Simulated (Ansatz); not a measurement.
Computed with Ansatz on PBE0-D4/def2-TZVP structures; ΔE is electronic, products minus reactants. CCSD(T)/CBS is the MP2 limit (def2-TZVPP, def2-QZVPP) plus CCSD(T) − MP2 in def2-TZVPP, frozen cores. This one scheme is used for every species. Functionals use def2-TZVPP. B3LYP here is the variant with VWN-RPA as its local correlation; programs differ in this. For Se outer-core shells are correlated without core-valence functions, which leaves a few kJ/mol of doubt a bond. Scalar relativity is left out up to krypton. One conformer a species, not always the lowest.

Consider the cleavage of the B–Si bond: `C[SiH2]B(C)C` + H₂Se → `CB(C)[SeH]` + `C[SiH3]`.

`C[SiH2]B(C)C`:

Cartesian coordinates in Å:
```
C 0.105 -2.185 -1.188
Si 0.768 -0.431 -1.053
B -0.059 0.692 0.422
C 0.618 2.044 0.813
C -1.367 0.232 1.144
H 0.569 -2.725 -2.016
H 0.300 -2.745 -0.269
H -0.975 -2.178 -1.352
H 0.530 0.282 -2.349
H 2.254 -0.476 -0.885
H 1.319 1.776 1.621
H -0.069 2.779 1.244
H 1.224 2.515 0.037
H -1.554 0.724 2.103
H -2.184 0.543 0.472
H -1.480 -0.849 1.255
```

H₂Se:

Cartesian coordinates in Å:
```
Se -0.086 -0.271 -0.623
H -0.894 0.599 0.238
H 0.979 -0.329 0.384
```

`CB(C)[SeH]`:

Z-matrix (Å, degrees):
```
C
B 1 1.567
H 1 1.091 2 115.6
H 1 1.097 2 108.5 3 121.0
H 1 1.095 2 110.5 3 -123.7
C 2 1.564 1 121.6 3 170.7
Se 2 1.936 1 116.4 3 -8.5
H 6 1.091 2 115.3 1 163.5
H 6 1.095 2 111.4 1 38.9
H 6 1.098 2 107.8 1 -76.7
H 7 1.469 2 97.6 1 -178.4
```

`C[SiH3]`:

Z-matrix (Å, degrees):
```
C
Si 1 1.871
H 1 1.092 2 110.8
H 1 1.092 2 110.8 3 -120.0
H 1 1.092 2 110.8 3 120.0
H 2 1.488 1 110.7 3 -179.9
H 2 1.488 1 110.7 3 -59.9
H 2 1.488 1 110.7 3 60.1
```

```tsv
level	ΔE (kJ/mol)
r2SCAN-D4	-110.8
B3LYP	-109.8
HF/def2-QZVPP	-113.7
SCS-MP2/def2-QZVPP	-119.6
```

(1) What does CCSD(T)/CBS give? (Best estimate.)

Largest T1 diagnostic among the species: 0.011.

Results:

(1) Computed: -113.5 kJ/mol. The listed levels differ from it by 2.7, 3.7, -0.2, -6.1 kJ/mol.
